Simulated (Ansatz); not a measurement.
Basis sets compared for (Cl)2Hf(OSiH2)2O (HfSi₂Cl₂O₃H₄). The state is a singlet with charge 0. Geometry B3LYP-D4/def2-SVP. Ansatz on 4 threads of Arm Neoverse N1 on a shared host; times are rough, and most runs start from earlier orbitals.

```tsv
atom	x (Å)	y (Å)	z (Å)
Hf1	1.370	0.469	-1.273
Cl2	2.235	2.671	-1.456
Cl3	2.308	-1.121	-2.764
O4	-0.563	0.476	-1.402
Si5	-1.831	0.093	-0.371
O6	-1.151	-0.394	1.068
Si7	0.361	-0.595	1.737
O8	1.474	-0.161	0.557
H9	-2.613	-1.024	-0.952
H10	-2.659	1.301	-0.144
H11	0.559	-2.020	2.094
H12	0.511	0.304	2.905
```

In the def2 sets Hf takes a core potential; there is no spin–orbit coupling.

Binding counts from free atoms (Hf triplet, Cl doublet, O triplet, Si triplet, H doublet) in the same basis, without a counterpoise term.

```tsv
level	functions	energy (Eh)	HOMO (eV)	LUMO (eV)	binding per atom (eV)	wall time
PBE-D4/def2-SVP	166	-1774.4312	-7.42	-1.96	4.50	4.6 s
PBE-D4/def2-TZVP	305	-1775.2523	-7.51	-2.02	4.51	9.5 s
PBE0-D4/def2-SVP	166	-1774.5288	-8.86	-1.14	4.39	7.5 s
PBE0-D4/def2-TZVP	305	-1775.3472	-8.90	-1.18	4.42	17 s
```

(1) Estimate the rows for PBE-D4/def2-TZVPD, PBE0-D4/def2-TZVPD.

## Answers

(1) 
```csv
level,functions,energy (Eh),HOMO (eV),LUMO (eV),binding per atom (eV),wall time
PBE-D4/def2-TZVPD,377,-1775.2554,-7.53,-2.08,4.51,14 s
PBE0-D4/def2-TZVPD,377,-1775.3499,-8.91,-1.22,4.42,30 s
```
